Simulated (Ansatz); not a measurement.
`[SiH3][SiH2][SeH]` + `[F][GeH]([F])[F]` → `[F][Ge]([F])([F])[SeH]` + disilane at 500 K and 1 bar (formal exchange of groups at the Se–Si bond).

Computed with Ansatz on PBE0-D4/def2-TZVP structures; ΔE is electronic, products minus reactants. CBS: MP2 limit from def2 TZ/QZ plus the TZ coupled-cluster correction, frozen cores. For Ge, Se outer-core shells are correlated without core-valence functions, which leaves a few kJ/mol of doubt a bond. Scalar relativity is left out up to krypton. Each species was taken in one conformer, which may not be the lowest.

```csv
species,CCSD(T)/CBS energy (Eh),H − E (kJ/mol),S (J/(mol·K))
`[SiH3][SiH2][SeH]`,-2982.48284,176.0,411.1
`[F][GeH]([F])[F]`,-2376.20168,71.3,335.7
`[F][Ge]([F])([F])[SeH]`,-4776.93734,83.6,422.9
`[SiH3][SiH3]`,-581.74359,163.1,323.1
```

H − E and S are ideal-gas, rigid-rotor, harmonic terms from PBE0-D4/def2-TZVP, for one conformer and one mirror image of each species. 1 Eh = 2625.50 kJ/mol, R = 8.31446 J/(mol·K).

Q: By hand: ΔE, ΔH, ΔS and ΔG.

A: ΔE = (-4776.93734) + (-581.74359) − (-2982.48284) − (-2376.20168) = 0.00359 Eh = 9.4 kJ/mol. Δ(H − E) = 83.6 + 163.1 − 176.0 − 71.3 = -0.6, so ΔH = 8.8 kJ/mol. ΔS = 422.9 + 323.1 − 411.1 − 335.7 = -0.8 J/(mol·K). ΔG = 8.8 − 500 × (-0.8)/1000 = 9.2 kJ/mol.

Q: By hand: the equilibrium constant, and the temperature at which ΔG would vanish if ΔH and ΔS stayed fixed.

A: log₁₀ K = −ΔG/(RT ln 10) = -1.0. ΔH and −TΔS have one sign here, so there is no such temperature.

The number of gas molecules stays the same, so ΔS is small and ΔH decides. A doubt of 5 kJ/mol in ΔE shifts log₁₀ K by 0.5 here. Other conformers and mirror images would add mixing entropy, several J/(mol·K) or more a flexible species. These are equilibria of isolated gas molecules and say nothing of rates. Largest T1 diagnostic: 0.013 (customary marks: 0.02 for closed shells, 0.045 for open ones).

ΔS is within the doubt of such terms, so its sign, and with it that verdict, could turn.
